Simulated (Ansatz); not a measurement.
All numbers were calculated with Ansatz.

Basis-set series for CH₇FSi₂, SMILES `C[SiH](F)[SiH3]`. The species carries charge 0 and has multiplicity 1. All single points use the PBE0-D4/def2-TZVP geometry.

```tsv
functional	basis	functions	energy (Eh)	HOMO (eV)	LUMO (eV)
PBE0-D4	def2-SVP	99	-720.52256	-8.07	0.08
PBE0-D4	def2-TZVPP	244	-720.90368	-8.07	-0.22
ωB97M-V	def2-SVP	99	-720.79586	-10.09	1.99
ωB97M-V	def2-TZVPP	244	-721.18467	-10.13	1.56
```

Problem. Give the rows for def2-QZVPP. (Estimate.)

Solution. The calculation gave: 
```tsv
functional	basis	functions	energy (Eh)	HOMO (eV)	LUMO (eV)
PBE0-D4	def2-QZVPP	464	-720.93163	-8.08	-0.30
ωB97M-V	def2-QZVPP	464	-721.21098	-10.14	1.33
```

Positive LUMOs are unbound and depend on the basis.
